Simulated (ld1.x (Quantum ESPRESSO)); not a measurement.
# Cr: one change to an RRKJ potential, before and after

Cr (Z = 24), norm-conserving RRKJ (Kleinman–Bylander form), made with ld1.x (Quantum ESPRESSO) 7.5 (PBEsol, scalar-relativistic). Core [Ne], reference 3s2 3p6 3d3 4s0 4p0 (charge +3). Waves: 3p (bound): rc 1.45 bohr; 3d (bound): rc 1.60 bohr; 3s (bound): rc 0.80 bohr. Local part: the s channel. Core correction: Bessel-smoothed model core, default radius (core density twice the valence density). rho0 = 0.001.

All-electron outer shells of the reference configuration (PBEsol, scalar-relativistic, ld1.x):

| shell | level (eV) | outermost node (bohr) | outermost maximum (bohr) |
| --- | --- | --- | --- |
| 2p | -600.63 | – | 0.20 |
| 3s | -112.45 | 0.36 | 0.78 |
| 3p | -83.60 | 0.33 | 0.79 |
| 3d | -39.08 | – | 0.80 |
| 4s | -28.70 | 1.08 | 2.19 |
| 4p | -22.38 | 1.16 | 2.48 |

Change: wave 3d (bound): rc 1.60 bohr becomes 3d (bound): rc 1.28 bohr.

Cutoffs: the cutoffs (Ry, on a coarse ladder) from which the occupation-weighted sum of valence levels, in a spherical-Bessel basis at the reference potential, stays within 10 and 1 mRy of its value at 400 Ry; they do not see the model core or the augmentation charge, which bear on the density cutoff. Errors are all-electron minus pseudo energies relative to the spin-unpolarised reference configuration.

Question: Predict the effect on cutoff, ghosts and configuration errors.

Answer: The potential gets neither clearly harder nor softer (160 Ry and 300 Ry → 160 Ry and 300 Ry); the s channel sets the loose cutoff, while the largest relative change is in d, which becomes harder; of the 7 tests that both files solve, the error grows in 0 and shrinks in 7 by more than 15 % and 0.3 meV (median size 73.2 → 21.4 meV); neither file shows a bound ghost. Less of the atom is replaced, so other configurations are described better.

```tsv
quantity	base	changed
cutoff, loose	160 Ry	160 Ry
cutoff, tight	300 Ry	300 Ry
loose cutoff by channel (10 mRy a level)	p 45 Ry, d 60 Ry, s 140 Ry	p 45 Ry, d 90 Ry, s 140 Ry
bound ghosts	none	none
error for 3s2 3p6 3d5 4s1 4p0, meV [ΔE -53.59 eV]	+73	+35
error for 3s2 3p6 3d5 4s0 4p0, meV [ΔE -46.72 eV]	+85	+19
error for 3s2 3p6 3d4 4s0 4p0, meV [ΔE -30.71 eV]	+53	+14
error for 3s2 3p6 3d5.5 4s0.5 4p0, meV [ΔE -52.87 eV]	+67	+21
error for 3s2 3p6 3d5 4s0.5 4p0, meV [ΔE -50.89 eV]	+78	+28
error for 3s2 3p6 3d4 4s1 4p0, meV [ΔE -45.58 eV]	+74	+53
error for 3s2 3p6 3d6 4s0 4p0, meV [ΔE -51.86 eV]	+60	+9.6
```
